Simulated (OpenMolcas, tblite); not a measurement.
How methods differ on CH3AlF2O (SMILES C[O][Al]([F])[F])

CH3AlF2O: 8 atoms, total charge 0, spin state singlet. As SMILES, `C[O][Al]([F])[F]`. The shape is that of a PBE0-D4/def2-TZVP optimisation.

```xyz
8

C    -0.2390    0.9007    0.8815
O    -0.4598   -0.3163    0.2226
Al    0.2276   -1.1563   -1.0353
F    -0.3926   -2.6027   -1.4745
F     1.5203   -0.5812   -1.8618
H     0.6096    1.4542    0.4652
H    -0.0428    0.7157    1.9416
H    -1.1311    1.5289    0.8048
```

Each level gives the HOMO–LUMO gap (eV). The values are calculated.

| level | kind | program | value (eV) | CPU time |
| --- | --- | --- | --- | --- |
| GFN1-xTB | semi-empirical | tblite | 4.36 | under 2 s |
| HF/6-31G* (spherical functions) | Hartree–Fock | OpenMolcas | 14.88 | 7.9 s |
| SVWN5/6-31G* (spherical functions) | LDA | OpenMolcas | 5.17 | 22 s |
| BLYP/6-31G* (spherical functions) | GGA | OpenMolcas | 5.15 | 30 s |
| M06-L/6-31G* (spherical functions) | meta-GGA | OpenMolcas | 6.22 | 39 s |
| r2SCAN/6-31G* (spherical functions) | meta-GGA | OpenMolcas | 6.19 | 38 s |
| PBE0/6-31G* (spherical functions) | global hybrid | OpenMolcas | 7.80 | 28 s |
| B2PLYP/6-31G* (spherical functions) | double hybrid | OpenMolcas | 10.34 | 19 s |

The values span 4.36 to 14.88 eV. Orbital gaps aren't excitation energies, and those of double hybrids come from the SCF part alone; they tend to grow with the share of exact exchange. Times are those of the runs behind each value, whatever else they computed, on shared processors of several kinds: orders of magnitude only.
